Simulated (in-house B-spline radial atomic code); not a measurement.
# Excitations of the iodine ion I⁷⁺ by several methods

Full response, energies in eV; labels give the largest channel, * marks a mixed state, a dash one above the method's threshold, and an imaginary frequency an unstable closed-shell reference. Computed with an all-electron radial atomic-structure program (B-spline basis): linear response of the closed shell [Kr] 4d10 with each method's own kernel (bare exchange for TDHF, static screening on G0W0 levels for BSE, the adiabatic kernel for functionals); scalar-relativistic (spin-free one-electron X2C), finite nucleus, no spin-orbit coupling, no double excitations, S, P, D and F terms only; shells from n = 2 respond. Only terms of natural parity with L up to 3 were computed.

| method | 4d → 5s 3D | 4d → 5s 1D | 4d → 5p 3P | α (bohr³) |
| --- | --- | --- | --- | --- |
| TDHF | ? | ? | ? | ? |
| BSE on G0W0@HF | 47.76 | 48.74 | 62.44 | 1.016 |
| LDA VWN5 | ? | ? | ? | ? |
| PBE | 44.46 | 45.33 | 59.19 | 1.061 |
| PBE0 | 45.74 | 46.63 | 60.40 | 1.05 |
| B3LYP (VWN-RPA) | 44.78 | 45.74 | 59.33 | 1.057 |
| CAM-B3LYP | 44.70 | 45.65 | 59.20 | 1.057 |
| LC-wPBE | 44.88 | 45.75 | 59.54 | 1.058 |
| wB97X | 46.66 | 47.33 | 61.52 | 1.051 |
| HSE06 | 45.69 | 46.58 | 60.36 | 1.051 |
| BHandHLYP | 45.99 | 47.02 | 60.36 | 1.045 |
| BLYP | 43.66 | 44.63 | 58.21 | 1.067 |
| PBEsol | 44.63 | 45.50 | 59.40 | 1.062 |
| BP86 | 44.95 | 45.77 | 59.84 | 1.061 |
| LDA exchange-only | 43.71 | 44.68 | 58.35 | 1.074 |
| B97-1 | 45.63 | 46.33 | 60.49 | 1.053 |
| RPBE | 44.46 | 45.32 | 59.12 | 1.06 |
| OLYP | 44.55 | 45.51 | 58.92 | 1.048 |

Problem. What does TDHF give?

Solution. 4d → 5s 3D: 48.46; 4d → 5s 1D: 49.54; 4d → 5p 3P: 62.66; α: 1.027 (eV, bohr³).

Problem. What does LDA VWN5 give?

Solution. 4d → 5s 3D: 44.49; 4d → 5s 1D: 45.29; 4d → 5p 3P: 59.39; α: 1.064 (eV, bohr³).
